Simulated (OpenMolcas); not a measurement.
# Ionisation energies of indium

```yaml
Program: OpenMolcas 26.06
Basis: ANO-R2 [7s6p4d2f1g]
Scalar_Hamiltonian: X2C, finite nucleus
Spin-orbit_coupling: state interaction with AMFI integrals over the reference wave functions, term energies averaged over their components
```

Active shells in each charge state: the valence s, p shells, with orbitals averaged over the low states. Where CASPT2's correlated closed shells are named, they are those of the first ion.

A. CASSCF
B. SS-CASPT2, IPEA 0.25 Eh, imaginary shift 0.1 Eh (closed shells correlated: 4d)
C. SS-CASPT2, IPEA 0.25 Eh, imaginary shift 0.1 Eh (closed shells correlated: 4s 4p 4d)
D. SS-CASPT2, IPEA 0 Eh, imaginary shift 0.1 Eh (closed shells correlated: 4d)
E. SS-CASPT2, IPEA 0.25 Eh, imaginary shift 0.1 Eh (closed shells correlated: none)

Energies in eV between the lowest computed levels (charge -1 gives the electron affinity), named as in B; reference values from the NIST Atomic Spectra Database with their kind.

```tsv
From	To	A	B	C	D	E	Spin-orbit share in B	Reference
In- 5s² 5p² ³P₀	In 5s² 5p ²P°_1/2	-0.426	-0.056	-0.054	0.004	-0.148	-0.025	
In 5s² 5p ²P°_1/2	In+ 5s² ¹S₀	4.840	5.648	5.672	5.741	5.345	+0.168	5.786 (measured)
In+ 5s² ¹S₀	In2+ 5s ²S_1/2	17.915	18.724	18.814	18.724	17.961	+0.000	18.870 (measured)
In2+ 5s ²S_1/2	In3+ 4d¹⁰ ¹S₀	26.542	27.844	27.969	27.901	26.542	+0.000	28.044 (measured)
```

Error against the reference values, in %:

```json
{"From": "In", "Reference": "measured", "A": "-16.3", "B": "-2.4", "C": "-2.0", "D": "-0.8", "E": "-7.6"}
{"From": "In+", "Reference": "measured", "A": "-5.1", "B": "-0.8", "C": "-0.3", "D": "-0.8", "E": "-4.8"}
{"From": "In2+", "Reference": "measured", "A": "-5.4", "B": "-0.7", "C": "-0.3", "D": "-0.5", "E": "-5.4"}
```

Mean absolute error over the 3 measured values: A 1.13 eV, B 0.16 eV, C 0.08 eV, D 0.11 eV, E 0.95 eV. C lies closest.

No diffuse functions were added, so the electron affinity comes out too small, and without dynamic correlation a bound anion can come out unbound.

° marks odd parity.
